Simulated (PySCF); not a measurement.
Species: CH$_{5}$GeO$_{3}$, charge -1, multiplicity 1. It need not be the lowest isomer of its formula. Whether it binds its extra electron was not tested at this geometry. SMILES: [CH2-][Ge]([OH])([OH])[OH]
Coordinates optimised at B3LYP-D3(BJ)/def2-TZVP (Ansatz):
```
Ge
O 1 1.8220
H 2 0.9633 1 104.79
O 1 1.8433 2 107.97 3 -81.42
H 4 0.9634 1 104.44 2 -102.03
C 1 1.8525 2 113.22 3 156.07
H 6 1.0907 1 112.86 2 -44.30
H 6 1.0922 7 111.51 1 127.11
O 1 1.8586 2 97.09 3 14.17
H 9 0.9636 1 104.89 2 -118.26
```
Charge -1, spin multiplicity 1.

Dispersion corrections to the total energy (kcal/mol) from the dftd3 and dftd4 libraries through PySCF: D3(BJ) without and D4 with the three-body term, each with the damping fitted for the functional named.

```
functional  D3(BJ)      D4
----------  ------  ------
HSE06        -2.89       …
revPBE      -10.27  -15.33
HF          -34.17       …
B2GP-PLYP    -3.27       …
B2PLYP       -3.61   -3.61
LC-wPBE      -4.10   -5.78
PBE0         -3.70   -4.38
```

What belongs in the gaps?


- HSE06, D4: -4.08
- HF, D4: -17.84
- B2GP-PLYP, D4: -2.19
